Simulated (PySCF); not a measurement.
Mapped SMILES: `[CH3:1][O:2][Si@H:3]([NH2:4])[S:5][CH3:6]`; H(Xn) means a hydrogen on atom n.

Geometry: GFN2-xTB; GIAO absolute shieldings from PySCF 2.14, gas phase, non-relativistic, averaged over equivalent atoms.

At PBE0/pcSseg-1 (161 basis functions, 19 s wall time on 1 thread of an Arm Neoverse V1, shared host):
| atoms | σ (ppm) |
| --- | --- |
| C1 | 134.3 |
| C6 | 174.8 |
| O2 | 316.2 |
| Si3 | 364.1 |
| N4 | 243.3 |
| S5 | 650.6 |
| H(Si3) | 26.34 |
| H(C1) | 27.82 |
| H(C6) | 29.70 |
| H(N4) | 31.22 |

Question: Estimate the result of repeating the calculation with BP86/Sadlej pVTZ.

Answer: 
```tsv
atoms	σ at BP86/Sadlej pVTZ	change
C1	140.5	+6.2
C6	183.1	+8.3
O2	304.5	-11.7
Si3	352.9	-11.2
N4	244.4	+1.1
S5	613.8	-36.8
H(Si3)	25.68	-0.66
H(C1)	27.82	+0.00
H(C6)	29.67	-0.03
H(N4)	31.39	+0.17
```

The largest change is at S5 (sulfur bonded to C, Si). Cost: 241 basis functions, 69 s wall time on 1 thread of an Arm Neoverse V1, shared host.
